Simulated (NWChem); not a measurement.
Si₂H₄OF₂; SMILES O[SiH2][SiH](F)F

```xyz
9

O      0.6403     2.3714     0.2721
Si    -0.5391     1.3075    -0.2433
Si     0.0544    -0.8762     0.3832
F     -0.9591    -1.9419    -0.2997
F      1.5316    -1.1652    -0.2293
H      1.5149     2.2678    -0.1152
H     -0.7323     1.3314    -1.7283
H     -1.8029     1.7171     0.4277
H      0.1159    -1.1845     1.8373
```
Atoms are numbered in this order, from 1.

Computed with NWChem. The geometry was optimised at PBE0/def2-SVP. Atomic charges in e: unrestrained fits to the electrostatic potential beside Mulliken populations; buried atoms are poorly determined by the fit.

Task: Predict the results for B3LYP/def2-SVP. Quantities: ESP O1; Mulliken O1; ESP Si2; Mulliken Si2; ESP Si3; Mulliken Si3; ESP F4; Mulliken F4; ESP F5; Mulliken F5; relative RMS misfit of the potential (%).

Result: The ESP O1 is -0.58 and the Mulliken O1 is -0.40. The ESP Si2 comes out as 0.44, the Mulliken Si2 is 0.42 and the ESP Si3 is 0.67. The Mulliken Si3 is 0.78, the ESP F4 is -0.30 and the Mulliken F4 comes out as -0.34. The ESP F5 comes out as -0.29 and the Mulliken F5 comes out as -0.35. The relative RMS misfit of the potential (%) is 27.
